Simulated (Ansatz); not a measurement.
Relaxation of GaH4NO (7 atoms, charge 0, multiplicity 1), to a largest force component of 0.03 eV/Å in at most 50 steps.

Level of theory: RKS revPBE-D4/def2-SVP (Ansatz 0.2.0).

```xyz
7
Properties=species:S:1:pos:R:3
Ga -0.352 -1.394 1.291
N 0.245 1.082 -0.667
O -0.330 -1.980 -0.277
H 0.106 0.125 -1.020
H -0.385 -0.920 2.754
H 1.173 1.400 -0.973
H -0.457 1.688 -1.109
```

Problem. Where does it end, and by what steps?

Solution. The forces met the threshold. After 8 steps the energy has fallen by 0.461 eV; H5 moved furthest, 0.73 Å. Joined: Ga1–N2.

```json
{"step": "0", "energy less start (eV)": "0.0000", "largest force component (eV/Å)": "0.545", "accepted": "yes"}
{"step": "1", "energy less start (eV)": "-0.1569", "largest force component (eV/Å)": "0.473", "accepted": "yes"}
{"step": "2", "energy less start (eV)": "-0.3023", "largest force component (eV/Å)": "0.663", "accepted": "yes"}
{"step": "3", "energy less start (eV)": "-0.4063", "largest force component (eV/Å)": "0.759", "accepted": "yes"}
{"step": "4", "energy less start (eV)": "-0.4416", "largest force component (eV/Å)": "0.236", "accepted": "yes"}
{"step": "5", "energy less start (eV)": "-0.4548", "largest force component (eV/Å)": "0.146", "accepted": "yes"}
{"step": "6", "energy less start (eV)": "-0.4589", "largest force component (eV/Å)": "0.141", "accepted": "yes"}
{"step": "7", "energy less start (eV)": "-0.4608", "largest force component (eV/Å)": "0.099", "accepted": "yes"}
{"step": "8", "energy less start (eV)": "-0.4612", "largest force component (eV/Å)": "0.010", "accepted": "yes"}
```

```xyz
7
Properties=species:S:1:pos:R:3
Ga -0.250 -1.004 0.891
N 0.169 0.727 -0.484
O -0.354 -2.156 -0.344
H 0.130 0.131 -1.328
H -0.251 -0.352 2.307
H 1.093 1.183 -0.457
H -0.537 1.470 -0.586
```

The run took 5.9 s on 2 threads of Intel(R) Xeon(R) Platinum 8488C (Sapphire Rapids), with other jobs on the host, peak memory 0.13 GiB.
